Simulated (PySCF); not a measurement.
Computed shifts of a molecule CH8FNOSi2, HF/pcSseg-1 run with PySCF, GIAO, gas phase, atoms alike by connectivity averaged where their shifts nearly agree, in ppm (number of nuclei): ¹⁵N: -13.0 (1). ²⁹Si: -13.1 (1), -45.3 (1). ¹³C: 69.8 (1). ¹⁹F: -268.9 (1). ¹H: 4.84 (1), 4.77 (1), 4.64 (1), 4.62 (1), 4.50 (1), 1.46 (1), 0.34 (1), 0.20 (1). References: ¹⁵N against NH3 (σ = 267.3 ppm); ²⁹Si against TMS (σ = 393.8 ppm); ¹⁷O against H2O (σ = 333.0 ppm); ¹³C against TMS (σ = 192.6 ppm); ¹⁹F against CFCl3 (σ = 238.5 ppm); ¹H against TMS (σ = 31.99 ppm), references at their B3LYP-D3(BJ)/def2-TZVP geometries, non-relativistic. Coordinates come from a PBE0-D3(BJ)/def2-SVP optimisation. The values are those of a single conformer.

Task: Identify the compound among the candidates.
A) N[SiH2][Si@@H](O)CF
B) CO[Si@H](F)[SiH2]N
C) N[Si@@H](CF)[SiH2]O
D) N[Si@H](F)C[SiH2]O

Result: A, N[SiH2][Si@@H](O)CF
